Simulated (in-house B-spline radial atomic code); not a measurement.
Configurations of Nd2+, with energies counted from [Xe] 4f4. Computed with an all-electron radial atomic-structure program (B-spline basis): scalar-relativistic (X2C) Hartree-Fock, spin-polarised, averaged over the determinants with the given up and down occupations, Fermi nucleus of rms radius 4.9123 fm. Shells without spins written out take the highest spin.

Occupations are held fixed; configurations that lie above the ionisation limit could autoionise.

```csv
configuration,E - E(ref) (eV),highest orbital,its <r> (bohr)
[Xe] 4f3 5d1,1.1129,5d up,2.466
"[Xe] 4f(1 up, 3 down)",2.8457,4f up,1.054
"[Xe] 4f(2 up, 2 down)",3.801,4f up,1.033
"[Xe] 4f(2 up, 1 down) 6p(1 up, 0 down)",8.4227,6p up,4.373
[Kr] 4d10 4f4 5s2 5p5 5d1,19.524,5d up,2.48
```

Task: Order these further configurations by energy, lowest first.
A. [Kr] 4d10 4f4 5s2 5p5 6d1
B. [Kr] 4d10 4f5 5s2 5p5
C. [Kr] 4d9 4f4 5s2 5p6 5d1
D. [Kr] 4d10 4f(3 up, 1 down) 5s2 5p(2 up, 3 down) 5d(1 up, 0 down)
E. [Xe] 4f3 6d1

Result: E (11.12 eV), B (21.202 eV), D (25.214 eV), A (29.599 eV), C (116.14 eV).
